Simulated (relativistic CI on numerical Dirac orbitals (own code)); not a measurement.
## Co+ in a cubic cluster: L2,3 absorption with charge transfer

Computed with a charge-transfer multiplet model of a cubic metal-ligand cluster with up to 2 ligand holes, Slater and spin-orbit integrals from Dirac-Coulomb-Breit ions, Slater integrals scaled by 0.8. The parameters are those of a tetrahedral site (10Dq negative, t2 hopping the larger). The ground state mixes d8 with configurations of k ligand holes L, whose averages lie at kΔ + k(k − 1)U_dd/2; a core hole lowers each added d electron by U_cd. 300 K, Lorentzian 0.4 eV and Gaussian 0.3 eV FWHM.

Atomic integrals in eV (Slater integrals scaled, ζ unscaled), ground: F2dd 8.285, F4dd 5.103, zeta_d 0.056; with the core hole: F2dd 8.285, F4dd 5.103, zeta_d 0.075, zeta_core 9.677, F2cd 5.321, G1cd 3.943, G3cd 2.240.

Cluster parameters (eV): U_dd = 6.5, U_cd = 7.9, 10Dq = -0.35, 10Dq(ligand) = 0, V(eg) = 1.23, V(t2g) = -2.08, final-state hopping factor = 1.

```csv
Case,n_d,d8,d9L,d10L2,S
Δ = 4.1 eV,8.19,0.81,0.18,0.01,1.00
Δ = 6.1 eV,8.12,0.88,0.12,0.00,1.00
Δ = 7.1 eV,8.10,0.90,0.10,0.00,1.00
Δ = 8.1 eV,8.08,0.92,0.08,0.00,1.00
Δ = 9.1 eV,8.07,0.93,0.07,0.00,1.00
```

Weights, n_d and S are thermal averages at 300 K. Photon energies count from the first peak over 30 % of the highest in each spectrum, which can be another peak from case to case. The parameters are a model scan and need not match a compound or its usual spin state. Peaks in eV (height, largest 100):
- Δ = 4.1 eV: 0.0 (100), 1.5 (13), 15.2 (12)
- Δ = 6.1 eV: 0.0 (100), 1.9 (16), 15.3 (12), 15.7 (12)
- Δ = 7.1 eV: 0.0 (100), 1.9 (17), 15.3 (11), 15.7 (13)
- Δ = 8.1 eV: 0.0 (100), 1.9 (18), 15.3 (11), 15.7 (13)
- Δ = 9.1 eV: 0.0 (100), 2.0 (18), 15.4 (11), 15.8 (14)

Curve for Δ = 9.1 eV (points under 2 left out, the grid thinned):

| E (eV) | Intensity |
| --- | --- |
| -1.8 | 2.2 |
| -1.6 | 2.7 |
| -1.5 | 3.1 |
| -1.3 | 4.0 |
| -1.2 | 4.7 |
| -1.0 | 6.7 |
| -0.9 | 8.3 |
| -0.7 | 13.8 |
| -0.5 | 26.8 |
| -0.4 | 39.2 |
| -0.2 | 76.9 |
| -0.1 | 93.5 |
| 0.1 | 97.1 |
| 0.2 | 91.7 |
| 0.4 | 81.6 |
| 0.6 | 52.7 |
| 0.7 | 37.4 |
| 0.9 | 19.3 |
| 1.0 | 15.3 |
| 1.2 | 11.8 |
| 1.3 | 10.8 |
| 1.5 | 9.7 |
| 1.6 | 10.2 |
| 1.8 | 14.6 |
| 2.0 | 18.4 |
| 2.1 | 17.1 |
| 2.3 | 11.0 |
| 2.4 | 8.6 |
| 2.6 | 6.3 |
| 2.7 | 5.5 |
| 2.9 | 3.5 |
| 3.1 | 2.2 |
| 14.6 | 2.0 |
| 14.8 | 2.8 |
| 14.9 | 3.7 |
| 15.1 | 7.3 |
| 15.2 | 9.5 |
| 15.4 | 11.3 |
| 15.6 | 11.8 |
| 15.7 | 13.0 |
| 15.9 | 12.9 |
| 16.0 | 10.6 |
| 16.2 | 5.4 |
| 16.3 | 3.8 |
| 16.5 | 2.3 |

For the case Δ = 7.1 eV, Δ = 7.1 eV is larger than U_dd = 6.5 eV, the Mott-Hubbard side of the Zaanen-Sawatzky-Allen scheme. With the core hole the configuration with one ligand hole lies at Δ + U_dd − U_cd = 2.7, 4.7, 5.7, 6.7, 7.7 eV from the one without, in the order of the table; where this is negative the screened configuration lies lower, though the effective hopping of about 2.8 eV (from the holes of the mixed ground state) mixes the two strongly wherever it is as large as the gap.
